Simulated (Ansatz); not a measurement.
`[F][InH][SH]` + H₂ → `[F][InH2]` + H₂S at 600 K and 1 bar (hydrogenolysis of the In–S bond).

Calculated with Ansatz (gas phase, PBE0-D4/def2-TZVP geometries, no zero-point term in ΔE). CBS: MP2 limit from def2 TZ/QZ plus the TZ coupled-cluster correction, frozen cores. This one scheme is used for every species. def2 core potentials past Kr. For In outer-core shells are correlated without core-valence functions, which leaves a few kJ/mol of doubt a bond. Each species was taken in one conformer, which may not be the lowest.

```tsv
species	CCSD(T)/CBS energy (Eh)	H − E (kJ/mol)	S (J/(mol·K))
`[F][InH][SH]`	-688.63795	85.9	375.1
H₂	-1.17544	43.9	150.8
`[F][InH2]`	-290.81142	65.6	306.8
H₂S	-398.97279	60.8	230.9
```

H − E and S are ideal-gas, rigid-rotor, harmonic terms from PBE0-D4/def2-TZVP, for one conformer and one mirror image of each species. The MP2-based limit puts H₂ 0.8 mEh under its directly extrapolated value; such offsets cancel only in part. 1 Eh = 2625.50 kJ/mol, R = 8.31446 J/(mol·K).

By hand: ΔE, ΔH, ΔS and ΔG.

ΔE = (-290.81142) + (-398.97279) − (-688.63795) − (-1.17544) = 0.02918 Eh = 76.6 kJ/mol. Δ(H − E) = 65.6 + 60.8 − 85.9 − 43.9 = -3.4, so ΔH = 73.2 kJ/mol. ΔS = 306.8 + 230.9 − 375.1 − 150.8 = 11.8 J/(mol·K). ΔG = 73.2 − 600 × (11.8)/1000 = 66.1 kJ/mol.

By hand: the equilibrium constant, and the temperature at which ΔG would vanish if ΔH and ΔS stayed fixed.

log₁₀ K = −ΔG/(RT ln 10) = -5.8. ΔG = 0 at ΔH/ΔS = 6203 K, far beyond where these terms or the molecules hold.

The number of gas molecules stays the same, so ΔS is small and ΔH decides. A doubt of 5 kJ/mol in ΔE shifts log₁₀ K by 0.4 here. Other conformers and mirror images would add mixing entropy, several J/(mol·K) or more a flexible species. These are equilibria of isolated gas molecules and say nothing of rates. Largest T1 diagnostic: 0.016 (customary marks: 0.02 for closed shells, 0.045 for open ones).
